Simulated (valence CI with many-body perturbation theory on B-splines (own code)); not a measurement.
# E1 line list for Sc

Method: relativistic CI+MBPT: three valence electrons over a frozen Dirac-Fock core [Ar], radial functions for each j: 7 s, 7 p, 8 d, 6 f, 4 g, 1 h, with the one-electron correlation potential Σ1, the two-electron term Σ2, the three-electron term Σ3, Breit, model QED; selected CI, second order for the rest, scaled by the run's own slope (own B-spline code, finite nucleus).

Set against measurement, 36 paired levels are off by 313 cm⁻¹ on average, the worst by 843. These come from a selection out of the NIST Handbook of Basic Atomic Spectroscopic Data. Levels without a partner in it may be off by more, other configurations by 1,000 to 4,000 cm⁻¹.

Lines 51 to 100 of 497 in falling wavelength, among levels below 44231 cm⁻¹, chosen from the strongest by gf and those to the six lowest levels. Wavelengths and rates use the calculated energies, so an error of 300 cm⁻¹ moves a line at 18110 Å by 5.4 % and its rate by three times that or more. Electric multipoles are in the length gauge, E1 and E2 with the static RPA response of the core. Weak lines are less certain than strong ones. Lines between different terms over intervals too small for the method are left out, as are lines whose strength nearly cancels and 15 of this kind that miss the measured wavelength by over 7 %. Where a level lies close to another of its J and parity, the split of strength between their lines is uncertain. The highest levels of a list are the least certain.

Names give the largest LS component (configuration and term), which can be under half, so a name can repeat, a term be missing and a line seem to break the LS rules; names also repeat where a configuration has a term twice. Letters in brackets count levels of one name in rising energy.

```
λ vac (Å)                 Upper                 Lower   A (s⁻¹)  S (a.u.)
    18110      3d 4s 5p 4F°_9/2       3d 4s 5s 4D_7/2  8.73e+06  2.56e+02
    18090      3d 4s 5p 4F°_5/2       3d 4s 5s 4D_3/2  5.26e+06  9.22e+01
    18060      3d 4s 5p 4F°_7/2       3d 4s 5s 4D_5/2  6.52e+06  1.52e+02
    18060      3d 4s 5p 4D°_1/2       3d 4s 5s 4D_3/2  4.37e+06  2.54e+01
    18040  3d 4s 5p 4D°_5/2 [a]       3d 4s 5s 4D_5/2  3.07e+06  5.34e+01
    18030            3d3 2H_9/2    3d2 4p 2G°_7/2 [a]  2.08e+06  6.01e+01
    18000      3d 4s 5p 4D°_7/2       3d 4s 5s 4D_7/2  8.49e+06  1.95e+02
    17970      3d 4s 5p 4D°_3/2       3d 4s 5s 4D_3/2  3.92e+06  4.49e+01
    17950      3d 4s 5p 4D°_1/2       3d 4s 5s 4D_1/2  4.72e+06  2.69e+01
    17900  3d 4s 5p 4D°_5/2 [b]       3d 4s 5s 4D_5/2  3.18e+06  5.39e+01
    17870      3d 4s 5p 4D°_3/2       3d 4s 5s 4D_1/2  1.76e+06  1.98e+01
    17850  3d 4s 5p 4D°_5/2 [a]       3d 4s 5s 4D_3/2  1.14e+06  1.92e+01
    17720      3d 4s 5p 4D°_7/2       3d 4s 5s 4D_5/2  5.36e+05  1.18e+01
    16980    3d2 4p 2F°_7/2 [c]   3d 4s 5s 2D_5/2 [b]  3.75e+05  7.24e+00
    16410      3d 4s 5p 4P°_5/2       3d 4s 5s 4D_7/2  8.00e+06  1.05e+02
    16380      3d 4s 5p 4P°_3/2       3d 4s 5s 4D_5/2  6.40e+06  5.55e+01
    16340      3d 4s 5p 4P°_1/2       3d 4s 5s 4D_3/2  5.06e+06  2.18e+01
    16250      3d 4s 5p 4P°_1/2       3d 4s 5s 4D_1/2  4.73e+06  2.00e+01
    16220      3d 4s 5p 4P°_3/2       3d 4s 5s 4D_3/2  2.86e+06  2.41e+01
    16180      3d 4s 5p 4P°_5/2       3d 4s 5s 4D_5/2  1.46e+06  1.83e+01
    15950  3d 4s 5p 2P°_1/2 [c]   3d 4s 5s 2D_3/2 [b]  5.93e+06  2.37e+01
    15900  3d 4s 5p 2P°_3/2 [c]   3d 4s 5s 2D_5/2 [b]  5.30e+06  4.21e+01
    15800   3d 4s 4d 2F_7/2 [a]    3d2 4p 2G°_9/2 [a]  2.07e+06  3.22e+01
    15790   3d 4s 4d 2F_5/2 [a]    3d2 4p 2G°_7/2 [a]  2.24e+06  2.61e+01
    14930   3d 4s 4d 2F_7/2 [b]    3d2 4p 2D°_5/2 [b]  1.56e+06  2.05e+01
    14830   3d 4s 4d 2F_5/2 [b]    3d2 4p 2D°_3/2 [b]  1.39e+06  1.34e+01
    14690   3d 4s 5s 2D_5/2 [b]  3d 4s 4p 2P°_3/2 [c]  6.37e+05  5.98e+00
    14510  3d 4s 5p 2P°_3/2 [b]   3d 4s 5s 2D_5/2 [a]  5.93e+06  3.58e+01
    14370  3d 4s 5p 2F°_5/2 [b]   3d 4s 5s 2D_3/2 [a]  8.06e+05  7.08e+00
    14350  3d 4s 5p 2P°_1/2 [b]   3d 4s 5s 2D_3/2 [a]  6.34e+06  1.85e+01
    14350  3d 4s 5p 2F°_7/2 [b]   3d 4s 5s 2D_5/2 [a]  1.41e+06  1.65e+01
    13230   3d 4s 4d 2G_7/2 [a]    3d2 4p 2F°_5/2 [a]  1.41e+06  1.29e+01
    13230            3d3 2F_7/2    3d2 4p 2G°_9/2 [a]  1.78e+06  1.63e+01
    13180   3d 4s 4d 2G_9/2 [a]    3d2 4p 2F°_7/2 [a]  1.47e+06  1.67e+01
    13090            3d3 2F_5/2    3d2 4p 2G°_7/2 [a]  1.86e+06  1.24e+01
    13080       3d 4s 4d 4D_7/2    3d2 4p 4D°_7/2 [a]  6.20e+05  5.47e+00
    12900    3d2 4p 2F°_7/2 [c]   3d 4s 5s 2D_5/2 [a]  3.75e+06  3.17e+01
    12880    3d2 4p 2F°_5/2 [c]   3d 4s 5s 2D_3/2 [a]  3.74e+06  2.37e+01
    12560   3d 4s 4d 2G_7/2 [a]    3d2 4p 2G°_7/2 [a]  8.46e+05  6.62e+00
    12470   3d 4s 4d 2G_9/2 [a]    3d2 4p 2G°_9/2 [a]  8.16e+05  7.81e+00
    12270         3d2 5s 4F_3/2    3d2 4p 4D°_1/2 [a]  1.36e+06  4.96e+00
    12240         3d2 5s 4F_5/2    3d2 4p 4D°_3/2 [a]  1.42e+06  7.74e+00
    12220         3d2 5s 4F_7/2    3d2 4p 4D°_5/2 [a]  1.61e+06  1.16e+01
    12200         3d2 5s 4F_9/2    3d2 4p 4D°_7/2 [a]  1.81e+06  1.63e+01
    12110         3d2 5s 2F_7/2    3d2 4p 2D°_5/2 [a]  1.08e+06  7.55e+00
    12050         3d2 5s 2F_5/2    3d2 4p 2D°_3/2 [a]  9.83e+05  5.10e+00
    11490         3d2 5s 2F_7/2    3d2 4p 2F°_7/2 [a]  6.22e+06  3.72e+01
    11410         3d2 5s 2F_5/2    3d2 4p 2F°_5/2 [a]  6.32e+06  2.78e+01
    11020   3d 4s 4d 2P_3/2 [a]  3d 4s 4p 2P°_3/2 [c]  5.07e+06  1.34e+01
    10950         3d2 5s 2F_7/2    3d2 4p 2G°_9/2 [a]  4.41e+06  2.28e+01
```
